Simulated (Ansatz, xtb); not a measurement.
## Isomers of FH2IN2Si in order of energy

7 gas-phase structures of FH2IN2Si, found in a search over its isomers (lower ones may exist). Each was relaxed with GFN2-xTB:

A. `N/N=[Si](/F)I`, a singlet
B. `N/N=[Si](\F)I`, a singlet
C. `F[Si]1(I)NN1`, a singlet
D. `[H]/N=N/[Si@H](F)I`, a singlet
E. `[H]/N=N\[Si@H](F)I`, a singlet
F. a singlet given by its coordinates
G. `F[Si@@]1(I)[N-][NH2+]1`, a singlet

F (Å):

| atom | x (Å) | y (Å) | z (Å) |
| --- | --- | --- | --- |
| F | -1.3462 | -1.0624 | -0.3531 |
| I | 0.0771 | -2.1275 | 2.3993 |
| N | -0.9291 | 1.8830 | 0.4646 |
| N | -0.3163 | 0.9051 | 1.0308 |
| Si | 0.0302 | -0.6953 | 0.4069 |
| H | -1.6565 | 1.5275 | -0.1603 |
| H | 0.4014 | 1.2637 | 1.6650 |

Close contacts (Å): F1–Si5 1.61, I2–Si5 2.45, N3–N4 1.29, N4–Si5 1.75, N3–H6 1.02, N4–H7 1.02.

**Question.** Estimate their order in r2SCAN-D4/def2-SVP energy at these geometries, lowest first.

**Answer.** Calculated order at r2SCAN-D4/def2-SVP: C (0.000), D (0.208), E (0.262), F (0.576), A (0.726), B (0.859), G (0.907) eV.

Energies above the lowest of each column, in eV; the last columns are at B3LYP-D3(BJ)/def2-SVP geometries and were run for some of them only (a dash: not run or not comparable):

```json
{"structure": "C", "GFN2-xTB": "0.157", "HF/STO-3G": "0.000", "r2SCAN-D4/def2-SVP": "0.000", "B3LYP-D3(BJ)/def2-SVP": "0.174", "CCSD(T)/def2-SVP + ΔMP2/def2-TZVPP": "0.000"}
{"structure": "D", "GFN2-xTB": "0.294", "HF/STO-3G": "0.108", "r2SCAN-D4/def2-SVP": "0.208", "B3LYP-D3(BJ)/def2-SVP": "0.000", "CCSD(T)/def2-SVP + ΔMP2/def2-TZVPP": "0.174"}
{"structure": "E", "GFN2-xTB": "0.352", "HF/STO-3G": "0.181", "r2SCAN-D4/def2-SVP": "0.262", "B3LYP-D3(BJ)/def2-SVP": "0.170", "CCSD(T)/def2-SVP + ΔMP2/def2-TZVPP": "0.357"}
{"structure": "F", "GFN2-xTB": "1.043", "HF/STO-3G": "1.414", "r2SCAN-D4/def2-SVP": "0.576", "B3LYP-D3(BJ)/def2-SVP": "0.290", "CCSD(T)/def2-SVP + ΔMP2/def2-TZVPP": "0.891"}
{"structure": "A", "GFN2-xTB": "0.000", "HF/STO-3G": "1.361", "r2SCAN-D4/def2-SVP": "0.726", "B3LYP-D3(BJ)/def2-SVP": "0.520", "CCSD(T)/def2-SVP + ΔMP2/def2-TZVPP": "–"}
{"structure": "B", "GFN2-xTB": "0.081", "HF/STO-3G": "1.667", "r2SCAN-D4/def2-SVP": "0.859", "B3LYP-D3(BJ)/def2-SVP": "0.558", "CCSD(T)/def2-SVP + ΔMP2/def2-TZVPP": "–"}
{"structure": "G", "GFN2-xTB": "0.788", "HF/STO-3G": "1.373", "r2SCAN-D4/def2-SVP": "0.907", "B3LYP-D3(BJ)/def2-SVP": "–", "CCSD(T)/def2-SVP + ΔMP2/def2-TZVPP": "–"}
```

CCSD(T)/def2-SVP + ΔMP2/def2-TZVPP puts C lowest of those it was run on; GFN2-xTB picks A, B3LYP-D3(BJ)/def2-SVP picks D. Flexible structures stand in one conformer each, not always the lowest. Frequencies (B3LYP-D3(BJ)/def2-SVP) were run for C, D, E, F alone. The ΔMP2 step shifts differences by up to 0.665 eV, which makes them less sure. Atoms past krypton carry core potentials in the def2 sets, without spin–orbit terms. ΔMP2 is the change of the MP2 energy from the smaller to the larger basis.

Over these structures GFN2-xTB departs from r2SCAN-D4/def2-SVP by 0.363 eV on average once a common shift is removed. A GFN2-xTB relaxation took about 0.29 s and the r2SCAN-D4/def2-SVP energy about 5.4 s on a shared host (Ansatz 0.2.0, xtb 6.7.1).
